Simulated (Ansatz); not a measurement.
Coupled-cluster diagnostics for the cluster B₇H₁₃, Ansatz.

Geometry of the singlet (B3LYP-D4/def2-SVP):

```xyz
20

B     0.283    0.204    1.286
B    -1.015   -0.323   -1.291
B    -1.034   -0.685    0.462
B     0.997    1.304   -0.052
B    -0.715    0.984   -0.209
B     0.298    0.788   -1.612
B     0.327   -1.594    1.268
H     0.385    1.455   -2.600
H    -0.112   -2.231    2.192
H     1.452    2.405    0.045
H    -1.904   -0.474   -2.076
H     1.127   -0.792    1.867
H    -2.138   -0.876    0.889
H    -1.501    1.875   -0.066
H     0.179   -0.501   -1.945
H     1.571    0.560    0.791
H     1.026   -2.139    0.443
H     0.040    0.830    2.282
H     1.554    0.664   -1.082
H    -0.818   -1.454   -0.590
```

Correlated methods freeze 7 core orbitals. The structure comes from a short search, and lower isomers may exist.

Question: Estimate the CCSD(T) correlation energy, the shares of MP2 and (T), T1 and the reference's ⟨S²⟩ for: charge 0, singlet, own geometry in def2-SVP; and the rough time on 4 threads of Arm Neoverse V1 on a shared host.

Answer: 
```
                          state     basis  correlation (eV)  MP2 share (%)  (T) share (%)     T1  ⟨S²⟩ (pure)  wall time
charge 0, singlet, own geometry  def2-SVP           -23.554           87.0            4.0  0.011  0.00 (0.00)       40 s
```
Customary marks for T1 are 0.02 (closed shells), 0.045 (open shells) and about 0.05 (3d metals). T1 stays under 0.02 throughout.
